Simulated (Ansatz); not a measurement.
`COB(F)Cl` + `O[SiH3]` → `COB(F)O[SiH3]` + HCl at 298.15 K and 1 bar (ligand exchange at a B–Cl bond).

Calculated with Ansatz (gas phase, PBE0-D4/def2-TZVP geometries, no zero-point term in ΔE). CBS: MP2 limit from def2 TZ/QZ plus the TZ coupled-cluster correction, frozen cores. This one scheme is used for every species. Each species was taken in one conformer, which may not be the lowest.

```
        species  CCSD(T)/CBS energy (Eh)  H − E (kJ/mol)  S (J/(mol·K))
     `COB(F)Cl`               -699.54205           152.5          335.8
      `O[SiH3]`               -366.69042           113.6          257.8
`COB(F)O[SiH3]`               -605.86989           235.5          383.7
            HCl               -460.38127            26.6          186.8
```

H − E and S are ideal-gas, rigid-rotor, harmonic terms from PBE0-D4/def2-TZVP, for one conformer and one mirror image of each species. 1 Eh = 2625.50 kJ/mol, R = 8.31446 J/(mol·K).

By hand: ΔE, ΔH, ΔS and ΔG.

ΔE = (-605.86989) + (-460.38127) − (-699.54205) − (-366.69042) = -0.01869 Eh = -49.1 kJ/mol. Δ(H − E) = 235.5 + 26.6 − 152.5 − 113.6 = -4.0, so ΔH = -53.1 kJ/mol. ΔS = 383.7 + 186.8 − 335.8 − 257.8 = -23.1 J/(mol·K). ΔG = -53.1 − 298.15 × (-23.1)/1000 = -46.2 kJ/mol.

By hand: the equilibrium constant, and the temperature at which ΔG would vanish if ΔH and ΔS stayed fixed.

log₁₀ K = −ΔG/(RT ln 10) = 8.1. ΔG = 0 at ΔH/ΔS = 2299 K.

ΔH outweighs TΔS. A doubt of 5 kJ/mol in ΔE shifts log₁₀ K by 0.9 here. Other conformers and mirror images would add mixing entropy, several J/(mol·K) or more a flexible species. Modes under 60 cm⁻¹, often nearly free rotors, make the harmonic entropy too high. These are equilibria of isolated gas molecules and say nothing of rates. Largest T1 diagnostic: 0.012 (customary marks: 0.02 for closed shells, 0.045 for open ones).
